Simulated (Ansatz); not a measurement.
Consider the ligand exchange at the Al–Te bond: `[NH2][Al]([F])[TeH]` + CH₃SH → `C[S][Al]([NH2])[F]` + H₂Te.

Computed with Ansatz on PBE0-D4/def2-TZVP structures; ΔE is electronic, products minus reactants. CCSD(T)/CBS adds triple-zeta CCSD(T) − MP2 to the extrapolated MP2 energy (def2 sets, frozen cores). This one scheme is used for every species. Functionals use def2-TZVPP. B3LYP here is the variant with VWN-RPA as its local correlation; programs differ in this. Elements past krypton have def2 core potentials. For Te outer-core shells are correlated without core-valence functions, which leaves a few kJ/mol of doubt a bond. One conformer a species, not always the lowest.

`[NH2][Al]([F])[TeH]`:

Z-matrix (Å, degrees):
```
N
Al 1 1.754
H 1 1.007 2 124.1
H 1 1.006 2 125.3 3 179.8
F 2 1.649 1 118.6 3 -0.3
Te 2 2.519 1 122.3 3 179.6
H 6 1.657 2 88.7 1 178.9
```

CH₃SH:

Z-matrix (Å, degrees):
```
C
S 1 1.806
H 1 1.089 2 111.5
H 1 1.089 2 111.5 3 -123.8
H 1 1.090 2 106.2 3 118.1
H 2 1.342 1 97.1 3 61.9
```

`C[S][Al]([NH2])[F]`:

Cartesian coordinates in Å:
```
C -0.698 -1.578 -1.319
S -0.104 0.148 -1.397
Al 0.261 0.557 0.694
N 0.888 2.091 1.267
F -0.072 -0.630 1.794
H -0.793 -1.929 -0.293
H -1.671 -1.626 -1.806
H 0.006 -2.214 -1.853
H 1.120 2.873 0.678
H 1.063 2.309 2.234
```

H₂Te:

```xyz
3

Te   -0.417   -0.656   -0.032
H    -0.429    0.689    0.935
H     0.845   -0.033   -0.904
```

| level | ΔE (kJ/mol) | difference from CCSD(T)/CBS |
| --- | --- | --- |
| r2SCAN-D4 | 8.0 | -4.9 |
| PBE0-D4 | 11.6 | -1.3 |
| ωB97X-V | 8.6 | -4.3 |
| ωB97M-V | 8.2 | -4.7 |
| B2PLYP | 10.4 | -2.5 |
| r2SCAN | 8.5 | -4.4 |
| PBE0 | 12.8 | -0.1 |
| B3LYP | 9.1 | -3.8 |
| HF/def2-TZVPP | 13.1 | 0.2 |
| SCS-MP2/def2-TZVPP | 12.7 | -0.2 |
| CCSD/def2-TZVPP | 10.6 | -2.3 |
| CCSD(T)/def2-TZVPP | 10.0 | -2.9 |
| HF/def2-QZVPP | 13.3 | 0.4 |
| MP2/def2-QZVPP | 16.2 | 3.3 |
| SCS-MP2/def2-QZVPP | 14.1 | 1.2 |
| HF/CBS(def2) | 13.3 | 0.4 |
| CCSD(T)/CBS | 12.9 | 0 |

Largest T1 diagnostic among the species: 0.011.
